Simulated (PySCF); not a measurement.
penta-1,4-dien-3-amine (C5H9N), SMILES NC(C=C)C=C. Geometry: B3LYP-D3(BJ)/def2-SVP. One conformer was computed; it need not be the lowest.

Computed equilibrium geometry at B3LYP-D3(BJ)/def2-SVP (PySCF confirms it by a frequency run) as bond lengths and angles (one conformer of several):
Atoms: C1 C2 C3 N4 C5 C6 H7 H8 H9 H10 H11 H12 H13 H14 H15. Bond lengths (Å): C1–C2 1.336, C1–H7 1.093, C1–H8 1.095, C2–C3 1.514, C2–H9 1.099, C3–N4 1.471, C3–C5 1.509, C3–H10 1.104, N4–H11 1.022, N4–H12 1.021, C5–C6 1.334, C5–H13 1.099, C6–H14 1.095, C6–H15 1.093. Angles (°): C2–C1–H7 121.9, C2–C1–H8 121.2, H7–C1–H8 116.9, C1–C2–C3 125.1, C1–C2–H9 119.6, C3–C2–H9 115.2, C2–C3–N4 112.6, C2–C3–C5 110.4, C2–C3–H10 108.2, N4–C3–C5 109.4, N4–C3–H10 107.7, C5–C3–H10 108.4, C3–N4–H11 109.7, C3–N4–H12 109.2, H11–N4–H12 105.7, C3–C5–C6 125.3, C3–C5–H13 115.3, C6–C5–H13 119.4, C5–C6–H14 121.4, C5–C6–H15 121.6, H14–C6–H15 117.0.
